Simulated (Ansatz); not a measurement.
H6PSi2 (SMILES [SiH3][P][SiH3]), doublet, geometry from GFN2-xTB; WB97X/6-31G* run with Ansatz (an electronic-structure program).

The Ansatz input:
Ansatz 0.2 input:
```yaml
crystal:
  periodic: [false, false, false]
  atoms:
    - {symbol: Si, position_ang: [1.71516953, -0.02407226, 0.40586516]}
    - {symbol: P, position_ang: [-0.01171265, -0.32688551, -0.96401839]}
    - {symbol: Si, position_ang: [-1.70604912, 0.27861140, 0.34479646]}
    - {symbol: H, position_ang: [2.90877293, -0.43611419, -0.32837985]}
    - {symbol: H, position_ang: [1.82873691, 1.38396675, 0.79412636]}
    - {symbol: H, position_ang: [1.57325971, -0.83041285, 1.62069765]}
    - {symbol: H, position_ang: [-1.80072187, -0.60210178, 1.51167243]}
    - {symbol: H, position_ang: [-2.91838096, 0.16796599, -0.46241631]}
    - {symbol: H, position_ang: [-1.54366261, 1.65643084, 0.81531288]}
basis:
  gaussian:
    orbitals: 6-31G*
hamiltonian:
  xc: {name: wB97X}
magnetization: {spin_polarized: true, initial_magnetization: 1}
```

Q: Write the output that Ansatz gives for this input, abridged.

A: 
```
Functional definition: wB97X
687 factors; integrals over basis functions are off by at most 6.9e-4 eV
243 factors; integrals over basis functions are off by at most 3.9e-6 eV
mean field evaluation 1: about -25138.2672 eV, gradient 6.1e0 eV
mean field evaluation 2: about -25138.6881 eV, gradient 2.1e0 eV
mean field evaluation 4: about -25138.7520 eV, gradient 1.7e-1 eV
mean field evaluation 8: about -25138.8692 eV, gradient 1.1e-2 eV
mean field evaluation 16: about -25138.8692 eV, gradient 3.1e-5 eV
mean field -25138.86916159 eV, -923.8364019508 hartree, gradient 3.1e-5 eV, S^2 0.754247; 1 other end points of the search recorded, 0 dependent functions left out
reference -25138.86912999 eV, -923.8364007896 hartree; 25, 24 occupied and 44, 45 virtual orbitals, 687 factors
Total energy: -25138.86912999 eV, -923.8364007896 hartree
```
